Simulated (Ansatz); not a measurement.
Total energies of KBi2 from Ansatz at PBE0-D4/def2-TZVP, gas phase (1 Eh = 27.2114 eV = 2625.5 kJ/mol). The reference geometry is relaxed at r2SCAN-D4/def2-TZVP.

```xyz
3

K    -1.970    0.796   -0.239
Bi    0.630   -0.887    1.355
Bi    1.340    0.091   -1.116
```

```csv
state,geometry,energy (Eh)
charge 0 doublet,reference,-1029.10712
charge 1 singlet,reference,-1028.90694
charge 1 singlet,relaxed at r2SCAN-D4/def2-TZVP,-1028.91579
charge 0 quartet,relaxed at r2SCAN-D4/def2-TZVP,-1029.08079
free K atom (doublet),–,-599.73886
free Bi atom (quartet),–,-214.61763
```

In the def2 sets Bi takes a core potential; there is no spin–orbit coupling.

(1) Work out the vertical ionisation energy to the singlet.

(2) How much does the charge 1 singlet relax, and what is the adiabatic ionisation energy?

(3) Which of the charge 0 states is lowest, and how far above it are the others?

(4) What is the binding energy per atom against free atoms?

(1) E(charge 1 singlet) − E(charge 0 doublet) = -1028.90694 − (-1029.10712) = 0.20018 Eh = 5.45 eV. For comparison, −ε of the highest occupied level of the spin that leaves is 3.79 eV at this level, 1.66 eV less.

(2) Relaxation: -1028.90694 − (-1028.91579) = 0.00885 Eh = 0.24 eV. Adiabatic ionisation energy: 0.19133 Eh = 5.21 eV, without zero-point energy. 

(3) The doublet. quartet: -1029.08079 − (-1029.10712) = 0.02633 Eh = 69.1 kJ/mol.

(4) Atoms: 1 × (-599.73886) + 2 × (-214.61763) = -1028.97412 Eh. Binding: -1028.97412 − (-1029.10712) = 0.13300 Eh = 3.62 eV, or 1.21 eV for each of 3 atoms (no zero-point energy, no counterpoise term).

The restricted singlet is unstable towards broken spin symmetry in Hartree–Fock (as tested in another run); at PBE0-D4/def2-TZVP this wasn't settled. 

The structure comes from a short search, and lower isomers may exist.
